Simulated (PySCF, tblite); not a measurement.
Isomers of C5H15NSi2. All values are computed: GFN2-xTB (tblite) harmonic vibrations without scaling, gas phase. This tight-binding method is rough: wavenumbers can miss measured ones by several per cent, in bad cases by 10 to 20. Modes of hydrogen on silicon can be 10 to 20 % off. One conformer each.

Electronic energies: PBE0/pcSseg-1 single points on the GFN2-xTB geometries (PySCF, gas phase).

```
                      SMILES  electronic energy, lowest = 0 (kJ/mol)
      CCN[Si@H]1C[Si@H](C)C1                                    66.6
CN[Si@@H]1CC[C@@H](C)[SiH2]1                                   125.0
     CC(C)[Si@@H]1CC[SiH2]N1                                     0.0
```

Task: How do GFN2-xTB zero-point energies change the relative energies?

Result: 
| SMILES | ZPE (kJ/mol) | of it from modes above 1550 cm⁻¹ | electronic (kJ/mol) | with ZPE, lowest = 0 (kJ/mol) | lowest mode (cm⁻¹) | rings |
| --- | --- | --- | --- | --- | --- | --- |
| CC(C)[Si@@H]1CC[SiH2]N1 | 496.1 | 257.4 | 0.0 | 0.0 | 34 | 1 |
| CCN[Si@H]1C[Si@H](C)C1 | 495.6 | 263.0 | 66.6 | 66.1 | 26 | 1 |
| CN[Si@@H]1CC[C@@H](C)[SiH2]1 | 496.3 | 254.3 | 125.0 | 125.2 | 44 | 1 |

The zero-point energies span 0.7 kJ/mol, from `CCN[Si@H]1C[Si@H](C)C1` to `CN[Si@@H]1CC[C@@H](C)[SiH2]1`. The order is unchanged.

Task: And how do the electronic energies of GFN2-xTB itself compare?

Result: `CC(C)[Si@@H]1CC[SiH2]N1` 0.0; `CCN[Si@H]1C[Si@H](C)C1` 158.7; `CN[Si@@H]1CC[C@@H](C)[SiH2]1` 97.6 kJ/mol, lowest = 0. Against the energies above, taken from the same isomer `CC(C)[Si@@H]1CC[SiH2]N1`, the largest difference is 92.1 kJ/mol.

Task: What do entropy and thermal enthalpy add at 298.15 K and 1 bar (rigid rotor, harmonic oscillator, one conformer each)?

Result: 
| SMILES | point group | symmetry number | S (J/(mol K)) | H − H(0) (kJ/mol) | ZPE + H − H(0) − TS (kJ/mol) |
| --- | --- | --- | --- | --- | --- |
| CC(C)[Si@@H]1CC[SiH2]N1 | C1 | 1 | 440.6 | 33.15 | 397.9 |
| CCN[Si@H]1C[Si@H](C)C1 | C1 | 1 | 463.3 | 35.02 | 392.5 |
| CN[Si@@H]1CC[C@@H](C)[SiH2]1 | C1 | 1 | 438.9 | 33.30 | 398.7 |
